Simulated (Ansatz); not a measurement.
The pair A = selenium dioxide (SMILES O=[Se]=O) (first 3 atoms), B = C2H4 (SMILES C=C); geometry from B3LYP-D3(BJ)/def2-TZVP.
(charge 0, multiplicity 1):
```json
[
 {"atom": "O", "x (Å)": "1.1723", "y (Å)": "-0.9372", "z (Å)": "1.0497"},
 {"atom": "Se", "x (Å)": "-0.2747", "y (Å)": "-0.3014", "z (Å)": "1.3751"},
 {"atom": "O", "x (Å)": "-0.3172", "y (Å)": "1.3035", "z (Å)": "1.2132"},
 {"atom": "C", "x (Å)": "0.6530", "y (Å)": "-0.2393", "z (Å)": "4.4194"},
 {"atom": "C", "x (Å)": "-0.6056", "y (Å)": "0.1483", "z (Å)": "4.6003"},
 {"atom": "H", "x (Å)": "0.9777", "y (Å)": "-1.2480", "z (Å)": "4.6431"},
 {"atom": "H", "x (Å)": "1.4073", "y (Å)": "0.4388", "z (Å)": "4.0397"},
 {"atom": "H", "x (Å)": "-0.9259", "y (Å)": "1.1576", "z (Å)": "4.3728"},
 {"atom": "H", "x (Å)": "-1.3591", "y (Å)": "-0.5286", "z (Å)": "4.9847"}
]
```

Cores are frozen in the correlated methods. Filled d and f shells under p-block atoms count as core. MP2 and its Hartree–Fock in aug-cc-pVTZ are density fitted.

Codes used: Ansatz (Gaussian orbitals). 

The counterpoise-corrected interaction energy is E(AB) − E(A in the pair's basis) − E(B in the pair's basis). Total energies (hartree):

```csv
level,AB,A in the pair's basis,B in the pair's basis
HF/aug-cc-pVDZ,-2627.4900916,-2549.4441366,-78.0438950
MP2/aug-cc-pVDZ,-2628.3477277,-2550.0160495,-78.3290744
HF/aug-cc-pVTZ,-2627.6355209,-2549.5684940,-78.0647922
MP2/aug-cc-pVTZ,-2628.6619226,-2550.2531905,-78.4046910
CCSD(T)/aug-cc-pVDZ,-2628.4022812,-2550.0300541,-78.3693730
```

Work out the counterpoise-corrected interaction energy at the basis-set limit: extrapolate the MP2 correlation part as X⁻³, take Hartree–Fock from the larger set, and add the CCSD(T) − MP2 difference of aug-cc-pVDZ.


1. Differences (1 hartree = 627.509 kcal/mol): HF/aug-cc-pVDZ -1.293; MP2/aug-cc-pVDZ -1.634; HF/aug-cc-pVTZ -1.402; MP2/aug-cc-pVTZ -2.536; CCSD(T)/aug-cc-pVDZ -1.791.
2. Correlation parts, MP2 less HF: -0.341 in aug-cc-pVDZ (X = 2), -1.134 in aug-cc-pVTZ (X = 3).
3. Limit (3³·(-1.134) − 2³·(-0.341))/(3³ − 2³) = -1.467; with HF/aug-cc-pVTZ it gives -2.869.
4. CCSD(T) less MP2 in aug-cc-pVDZ: -0.157.
Result: -3.03 kcal/mol, against -1.63 at MP2/aug-cc-pVDZ. It is an estimate of this method's limit, not of the exact value.

Ansatz is a program for electronic structure.
